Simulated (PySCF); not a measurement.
Calculation: r2SCAN-D4/def2-TZVP (PySCF). All species are isolated molecules in the gas phase. One relaxed conformer stands for a flexible species; it need not be the lowest. Excitations are Tamm–Dancoff values on a coarser integration grid. The basis has no diffuse functions, so Rydberg states are missing or too high.

Reference species (SMILES): `[SH][Ge]([SH])([SH])[SH]` (neutral, multiplicity 1).

```
Property                   Value
----------------------  --------
S1 oscillator strength     0.013
LUMO                    -2.11 eV
S1–T1 gap (TDA)          0.41 eV
```

After one change: the S1 oscillator strength is nearly the same; the LUMO goes up by 0.39 eV; the S1–T1 gap (TDA) rises by 0.03 eV.

Name the change that produced these shifts. The new species is one of these.
A. `[SH][GeH]([SH])[SH]`
B. `[SH][GeH2][SH]` (H–S–Ge–S torsion -145°, S–Ge–S–H torsion 59°)
C. `[SH][GeH3]`

A, `[SH][GeH]([SH])[SH]`
